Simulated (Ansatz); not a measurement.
## A basis-limit estimate, worked out

An elementary step of Si$_{2}$NH$_{8}$O$_{2}$F$_{3}$, singlet (Si₂H₄O₂F₂ ([OH][Si]([F])([F])[O][SiH3]) + NH₃ + HF → SiNH₃OF₂ ([NH2][Si]([OH])([F])[F]) + SiH₄O ([OH][SiH3]) + HF; bonds formed: O2–H9, H7–F10; dative contacts that become bonds: Si1–N8; bonds broken: Si1–O2, H7–N8, H9–F10). “Start” is the structure reached by relaxing down from the saddle towards the reactants; PBE0-D4/def2-TZVP structures. The saddle:

```
16
angstrom
Si -0.9882 -0.0585 0.4874
O 0.6081 0.0569 -0.6716
Si 0.7315 0.7951 -2.1699
F -1.3169 1.3751 -0.1573
F -1.4118 -1.3001 -0.4186
O -2.1822 -0.1150 1.6400
H 1.1655 -1.0599 1.2662
N 0.2821 -0.3218 1.7485
H 1.2963 -0.6626 -0.3682
F 1.9353 -1.5269 0.5144
H 1.9049 0.1842 -2.8376
H 0.9453 2.2475 -1.9810
H -0.5047 0.5468 -2.9428
H -3.0857 -0.0587 1.3264
H 0.7757 0.5411 1.9590
H -0.1552 -0.6433 2.6052
```

Ansatz 0.2.0; basis: def2-TZVPP and def2-QZVPP; cores frozen in the correlated methods.

Energies in eV:

| quantity | saddle | start |
| --- | --- | --- |
| Hartree–Fock, triple zeta (X = 3) | -29538.90574 | -29540.48672 |
| Hartree–Fock, quadruple zeta (X = 4) | -29540.07027 | -29541.65758 |
| MP2 correlation, X = 3 | -47.57623 | -47.17881 |
| MP2 correlation, X = 4 | -51.68990 | -51.28878 |
| CCSD(T) correlation, X = 3 | -50.02561 | -49.67006 |

Question: Work out the barrier at the basis limit: extrapolate Hartree–Fock as E(X) = E∞ + A exp(−7.88 √X) and the MP2 correlation as E(X) = E∞ + B X^−2.97 (the exponents that Neese and Valeev fitted for def2-TZVPP and QZVPP), then add CCSD(T) − MP2 in triple zeta.

Answer: Each step is linear, so take the differences first (saddle − start): Hartree–Fock 1.58098 (X = 3) and 1.58731 (X = 4); MP2 correlation -0.39742 and -0.40112; CCSD(T) correlation -0.35555.
Two points give E∞ = E(4) + w [E(4) − E(3)], with w = 1/(exp(7.88 (2 − √3)) − 1) = 0.1377 for Hartree–Fock and w = 1/((4/3)^2.97 − 1) = 0.7407 for the correlation.
Hartree–Fock: 1.58731 + 0.1377 × 0.00633 = 1.5882 eV.
MP2 correlation: -0.40112 + 0.7407 × (-0.00370) = -0.4039 eV.
CCSD(T) − MP2: -0.35555 − (-0.39742) = 0.0419 eV.
Sum: 1.5882 + (-0.4039) + 0.0419 = 1.2262 eV, or 28.28 kcal/mol. Plain CCSD(T) in triple zeta gives 1.2254 eV, so the larger basis shifts the result by 0.0008 eV.

No T1 diagnostic of these runs exceeds 0.012.

Labels in which every atom is bracketed show which atoms are joined, not bond orders.

For scale, one of the runs: CCSD(T)/def2-TZVPP, 382 basis functions, launched by `ansatz run in.yaml --threads 4 --pin off --events-out ev --progress --plain --max-ram 46080MiB --backend cuda --devices 0, --max-vram 37GiB`. Hardware: 4 CPU threads of an AMD EPYC 7R13 and a share of one NVIDIA H100, shared host. Wall time 21 s; peak host memory 0.92 GiB.
